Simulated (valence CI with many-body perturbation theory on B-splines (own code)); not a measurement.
Zn X: calculated level list

Method: configuration interaction combined with many-body perturbation theory (CI+MBPT): three valence electrons over a frozen Dirac-Fock core [Ar], radial functions for each j: 9 s, 9 p, 10 d, 8 f, 5 g, 3 h, 1 i, with the one-electron correlation potential Σ1 (screened to all orders), the two-electron term Σ2, the three-electron term Σ3, Breit, model QED; selected single and double excitations, second order for the rest, scaled by the run's own slope (own B-spline code, finite nucleus).

No measured spectrum was set against this ion. As an estimate, terms of the open shell hold to 2 to 4 % of their energy, and close levels can change places. Core correlation moves these levels by up to 3000 cm⁻¹, and in measured spectra 5 to 20 % of such shifts remained as error; rates that hang on mixing are uncertain with them. Only levels of the ground parity were solved; by the run's estimate the other parity begins above the list, which can be wrong where configurations are misplaced.

Levels 1 to 19 of 19, with energies above the lowest level, 3d3 4F_3/2. "Leading %" is the weight of the configuration and term that name the level; weights of strongly mixed levels are sums over their largest components and can fall short. Lifetimes count E1, E2, E3, M1 and M2 decay at the calculated energies, and are blank where another channel may lead or the interval is too uncertain; long ones can be off by a factor of two.

```
No.  Configuration  Term     J  E (eV)  Leading %  Lifetime  Second component
  1            3d3    4F   3/2   0.000         99                            
  2            3d3    4F   5/2   0.199        100    5.60 s                  
  3            3d3    4F   7/2   0.451        100    2.75 s                  
  4            3d3    4F   9/2   0.739         99    2.97 s                  
  5            3d3    4P   1/2   3.546         97    5.76 s                  
  6            3d3    4P   3/2   3.576         91    2.01 s        8 % 3d3 2P
  7            3d3    2G   7/2   3.855         99    157 ms                  
  8            3d3    4P   5/2   3.876         99    2.19 s                  
  9            3d3    2G   9/2   4.066         90    102 ms        9 % 3d3 2H
 10            3d3    2D   3/2   4.900         51   55.8 ms       41 % 3d3 2P
 11            3d3    2P   1/2   5.051         96    204 ms                  
 12            3d3    2H   9/2   5.328         91    207 ms        9 % 3d3 2G
 13            3d3    2H  11/2   5.442        100    643 ms                  
 14            3d3    2D   5/2   5.573         99   62.0 ms                  
 15            3d3    2P   3/2   5.727         51   59.2 ms       47 % 3d3 2D
 16            3d3    2F   7/2   8.552        100    108 ms                  
 17            3d3    2F   5/2   8.674         99    156 ms                  
 18            3d3    2D   5/2  13.340         99   14.9 ms                  
 19            3d3    2D   3/2  13.449        100
```

Names give the largest LS component (configuration and term), which can be under half, so a name can repeat, a term be missing and a line seem to break the LS rules; names also repeat where a configuration has a term twice.

The ionisation energy to 3d2 3F_2 of the next ion comes out as 237.93 eV (NIST: 238 ± 2.2 eV (theoretical)). All 19 levels together are meant to be complete up to 13.985 eV.
